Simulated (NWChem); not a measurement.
System: arsine (AsH$_{3}$); SMILES [AsH3]

```xyz
4

As     0.0000     0.0000     0.0707
H     -1.1924    -0.4274    -0.7779
H      0.2260     1.2463    -0.7779
H      0.9663    -0.8189    -0.7779
```
Atoms are numbered in this order, from 1.

All runs: NWChem. Pople sets run with spherical d functions. Structure relaxed at the PBE0/def2-SVP level. Total energies compare along this basis series because the functional is fixed.

| level | basis functions | energy (Ha) | highest occupied level (eV) | orbital gap (eV) | dipole (D) |
|---|---|---|---|---|---|
| PBE/STO-3G | 21 | -2211.9586 | [?] | [?] | [?] |
| PBE/3-21G | 28 | -2226.5190 | -6.34 | 6.57 | 0.88 |
| PBE/6-31G* | 38 | -2237.0220 | -6.61 | 6.65 | 0.67 |
| PBE/6-311G** | 62 | -2237.2820 | -6.71 | 6.45 | 0.42 |

**Question.** Some entries are withheld; supply them.

**Answer.** 
- PBE/STO-3G, highest occupied level (eV): -3.84
- PBE/STO-3G, orbital gap (eV): 8.96
- PBE/STO-3G, dipole (D): 1.06
